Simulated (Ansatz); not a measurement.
Born–Oppenheimer molecular dynamics of BrCl2H3Si (7 atoms, charge 0, multiplicity 1). It starts at the highest image of a converged band, a first-order saddle point between two minima.

These are results of RKS LDA/def2-SVP in Ansatz 0.2.0, not measurements.

```yaml
ensemble: NVE (velocity Verlet)
time_step: 0.5 fs
steps_asked: 200
starting_velocities_drawn_for: 100 K
seed: 3561
```

Frames 5 fs apart, positions in Å, forces in eV/Å.

Velocities at 25 fs (Å/ps):

```
Si -2.96 -0.90 4.36
H 17.91 -19.14 -0.39
Cl -0.29 -0.05 -2.66
Cl 0.04 -0.92 0.86
H 0.20 6.09 -3.94
H 20.42 6.41 -10.24
Br 0.66 0.83 -0.55
```

```xyz
7
Properties=species:S:1:pos:R:3:forces:R:3 time_fs=25 energy_less_start_eV=-0.067 T=204
Si -0.060 -0.490 0.022 -0.78 0.24 0.73
H -0.583 0.926 0.554 0.10 -0.26 -0.02
Cl -1.104 -0.630 -1.709 -0.10 -0.21 -0.35
Cl -1.115 -1.310 1.597 -0.13 -0.47 0.14
H 1.223 -1.245 0.034 -0.09 -0.01 0.06
H 0.240 1.510 -0.033 0.29 -0.13 -0.04
Br 1.605 1.393 -0.801 0.70 0.85 -0.52
7
Properties=species:S:1:pos:R:3:forces:R:3 time_fs=30 energy_less_start_eV=-0.104 T=261
Si -0.079 -0.495 0.046 -0.84 -0.80 0.04
H -0.494 0.830 0.564 -0.22 0.65 0.34
Cl -1.105 -0.631 -1.723 0.08 -0.19 -0.04
Cl -1.116 -1.317 1.602 -0.41 -0.87 0.46
H 1.217 -1.216 0.022 0.01 -0.03 0.06
H 0.362 1.540 -0.083 -0.46 0.26 0.33
Br 1.610 1.399 -0.805 1.84 1.00 -1.21
7
Properties=species:S:1:pos:R:3:forces:R:3 time_fs=35 energy_less_start_eV=-0.201 T=411
Si -0.104 -0.505 0.071 -0.70 -0.04 -0.30
H -0.447 0.854 0.639 -0.10 0.15 0.03
Cl -1.106 -0.633 -1.737 0.21 -0.11 0.37
Cl -1.119 -1.329 1.611 -0.67 -1.08 0.71
H 1.210 -1.196 0.025 -0.04 -0.05 0.06
H 0.394 1.621 -0.063 -0.20 0.15 0.18
Br 1.619 1.407 -0.812 1.50 0.98 -1.06
7
Properties=species:S:1:pos:R:3:forces:R:3 time_fs=40 energy_less_start_eV=-0.224 T=446
Si -0.135 -0.515 0.093 -0.45 1.02 -0.38
H -0.425 0.912 0.719 0.03 -0.62 -0.42
Cl -1.106 -0.636 -1.749 0.27 -0.04 0.69
Cl -1.127 -1.349 1.624 -0.85 -1.15 0.84
H 1.193 -1.186 0.043 -0.10 -0.02 0.05
H 0.390 1.728 -0.007 0.76 -0.30 -0.43
Br 1.634 1.419 -0.823 0.34 1.11 -0.34
7
Properties=species:S:1:pos:R:3:forces:R:3 time_fs=45 energy_less_start_eV=-0.380 T=688
Si -0.171 -0.518 0.112 -0.32 0.34 -0.60
H -0.400 0.849 0.712 -0.04 0.02 -0.22
Cl -1.104 -0.639 -1.756 0.25 -0.05 0.76
Cl -1.140 -1.377 1.642 -0.93 -1.19 0.83
H 1.158 -1.181 0.072 0.02 -0.01 -0.04
H 0.526 1.785 -0.029 -0.32 0.20 0.26
Br 1.650 1.434 -0.834 1.33 0.69 -0.98
7
Properties=species:S:1:pos:R:3:forces:R:3 time_fs=50 energy_less_start_eV=-0.481 T=843
Si -0.209 -0.519 0.126 -0.07 -0.80 -0.79
H -0.386 0.811 0.663 -0.20 0.97 0.23
Cl -1.100 -0.643 -1.758 0.15 -0.07 0.71
Cl -1.160 -1.412 1.666 -0.79 -0.93 0.54
H 1.124 -1.179 0.092 0.02 0.03 -0.07
H 0.607 1.881 -0.001 -0.17 0.21 0.16
Br 1.669 1.450 -0.849 1.06 0.58 -0.78
7
Properties=species:S:1:pos:R:3:forces:R:3 time_fs=55 energy_less_start_eV=-0.576 T=991
Si -0.247 -0.524 0.134 -0.22 0.69 0.19
H -0.414 0.931 0.644 -0.09 -0.78 -0.22
Cl -1.096 -0.647 -1.756 0.01 -0.11 0.56
Cl -1.185 -1.454 1.694 -0.50 -0.50 0.06
H 1.095 -1.169 0.099 -0.01 0.08 -0.03
H 0.657 2.016 0.053 0.75 -0.34 -0.65
Br 1.692 1.469 -0.866 0.06 0.96 0.09
7
Properties=species:S:1:pos:R:3:forces:R:3 time_fs=60 energy_less_start_eV=-0.690 T=1168
Si -0.288 -0.525 0.143 -0.21 0.18 0.49
H -0.464 0.913 0.587 -0.03 -0.40 -0.03
Cl -1.091 -0.652 -1.750 -0.17 -0.19 0.28
Cl -1.213 -1.499 1.722 -0.23 -0.18 -0.36
H 1.066 -1.143 0.099 0.02 0.06 0.02
H 0.831 2.106 0.000 -0.66 0.59 0.69
Br 1.716 1.490 -0.883 1.26 -0.05 -1.09
7
Properties=species:S:1:pos:R:3:forces:R:3 time_fs=65 energy_less_start_eV=-0.722 T=1217
Si -0.330 -0.525 0.156 0.05 -1.38 0.40
H -0.527 0.841 0.534 -0.13 1.15 0.45
Cl -1.087 -0.658 -1.741 -0.32 -0.28 0.01
Cl -1.243 -1.546 1.748 -0.03 0.08 -0.68
H 1.041 -1.104 0.104 0.03 0.02 0.09
H 0.926 2.283 0.037 0.42 -0.29 -0.45
Br 1.742 1.512 -0.902 -0.02 0.69 0.19
7
Properties=species:S:1:pos:R:3:forces:R:3 time_fs=70 energy_less_start_eV=-0.771 T=1292
Si -0.373 -0.534 0.173 -0.17 0.56 1.15
H -0.609 0.943 0.560 0.17 -0.79 -0.05
Cl -1.086 -0.666 -1.733 -0.38 -0.32 -0.11
Cl -1.273 -1.592 1.769 0.09 0.25 -0.91
H 1.022 -1.059 0.130 0.00 0.02 0.11
H 1.081 2.420 0.007 0.25 -0.25 -0.31
Br 1.769 1.536 -0.921 0.03 0.54 0.12
7
Properties=species:S:1:pos:R:3:forces:R:3 time_fs=75 energy_less_start_eV=-0.804 T=1343
Si -0.416 -0.540 0.199 0.02 0.27 1.09
H -0.659 0.911 0.588 0.11 -0.44 -0.01
Cl -1.087 -0.676 -1.725 -0.35 -0.33 -0.04
Cl -1.303 -1.636 1.784 0.12 0.31 -0.98
H 1.002 -1.011 0.182 -0.06 0.00 0.08
H 1.282 2.530 -0.069 -0.32 0.64 0.55
Br 1.796 1.560 -0.941 0.48 -0.45 -0.68
7
Properties=species:S:1:pos:R:3:forces:R:3 time_fs=80 energy_less_start_eV=-0.778 T=1304
Si -0.459 -0.545 0.234 0.34 -1.22 0.43
H -0.692 0.814 0.624 -0.22 1.18 0.36
Cl -1.090 -0.689 -1.718 -0.25 -0.29 0.22
Cl -1.332 -1.678 1.792 0.06 0.28 -0.93
H 0.972 -0.964 0.251 0.01 -0.07 0.00
H 1.438 2.720 -0.075 0.31 -0.90 -0.71
Br 1.825 1.585 -0.962 -0.25 1.01 0.63
```

Of the whole run (100 fs, mean temperature of the second half 1266 K): The conserved energy stayed within 0.07 meV per atom of its start (net change 0.024 meV per atom), so the integration is sound. The kinetic energy rose, since the run started high on the potential surface and went downhill. It ends in pieces (BrH + Cl2H2Si), so much of that is their flight and rotation, not heat. A run of 0.1 ps of so small a system gives no equilibrium averages. The orbitals stay closed-shell, which can raise the energy where a bond breaks towards radicals; this wasn't checked here.

Run time: 2.4 min on 2 threads of Intel(R) Xeon(R) Platinum 8488C (Sapphire Rapids) (shared host), peak memory 0.16 GiB.
